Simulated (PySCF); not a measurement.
Compound: C3H9NSi3.
Geometry (GFN2-xTB, Å), atoms numbered from 1 in this order:
```xyz
16
C3H9NSi3 angstrom
C      2.0899   -1.2756   -0.8826
C      1.3049   -0.5188   -0.1161
C      1.8061    0.0611    1.0608
N      2.1507    0.5652    2.0339
Si    -0.5298   -0.1251   -0.4810
Si    -0.6784    2.1713   -0.8328
Si    -1.7855   -1.0717    1.2346
H      3.1232   -1.4757   -0.6411
H      1.7112   -1.7241   -1.7860
H     -0.7255   -0.8658   -1.7479
H     -2.0486    2.5236   -1.2159
H     -0.3525    2.9175    0.3822
H      0.2016    2.6608   -1.8976
H     -3.2131   -0.8886    0.9593
H     -1.4974   -0.4346    2.5188
H     -1.5644   -2.5106    1.3999
```

Computed at PBE0/pcSseg-1 (PySCF, non-relativistic), with Q(14N) = 0.02044 b: N4, 14N (I = 1): χzz = -4.607 MHz, η = 0.061.

**Question.** Where would the pure quadrupole (NQR) lines of 14N at N4 fall for the rigid, isolated species?

**Answer.** From ν± = (3/4)|χ|(1 ± η/3) and ν0 = |χ|η/2: ν+ 3.526 MHz, ν− 3.385 MHz, ν0 0.141 MHz (nitrile nitrogen).

In a crystal, neighbours and librations shift these lines. GFN2-xTB bond lengths can be off by several hundredths of an ångström, more for odd bonds, and the gradients follow them. The small basis limits the accuracy of the gradients.

The run behind these numbers computed NMR shieldings as well. Time: 1.9 min of wall time (grids of density and orbitals included); peak memory 0.83 GiB. Hardware: one thread of an Intel Xeon at 2.50 GHz (shared host).

One conformer stands for the species.
